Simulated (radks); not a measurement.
Results of a calculation; reference values are marked as such.
These are the eigenvalues of the occupied orbitals of an atom or ion with whole-number occupations (hartree). Level of theory: Dirac Kohn-Sham, PBE, spin-unpolarised, spherical densities, point nucleus (a radial shooting solver on a logarithmic mesh with Libxc functionals).

orbital  eigenvalue
1s1/2     -657.5681
2s1/2     -157.6660

Which element is it, and in what charge state? The configuration may be excited. Open shells, if any, are shared by 2j + 1.

Answer. Z = 37, rubidium, charge +34: Rb34+ in [He] 2s1. The 1s level, -657.57 hartree, gives Z - s = 36.3 by -(Z - s)^2/2, which with screening and relativity narrows Z to a few neighbours, and the depths must fix Z and the occupations together.
